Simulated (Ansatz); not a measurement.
As2+, SMILES `[As]#[As+]` radical, relaxed with UKS PBE0-D4/def2-TZVP in Ansatz 0.2.0 from a GFN2-xTB geometry. The force threshold is 0.005 eV/Å; the program also tests the step.

The species carries charge 1 and has multiplicity 2.

Start:

```xyz
2

As    0.266    1.013   -0.301
As   -0.266   -1.013    0.301
```

Question: By how much does the energy fall, and how many steps does the optimiser take? (Best estimate.)

Answer: Ansatz gave: 0.01 kcal/mol, in 2 steps.

Question: Which bonds change most? (An estimate is asked.)

Answer: Ansatz gave: As1–As2 from 2.180 to 2.186 Å.

Question: Give the relaxed structure. (Best estimate.)

Answer: Computed: 
```xyz
2

As    0.267    1.016   -0.302
As   -0.267   -1.016    0.302
```
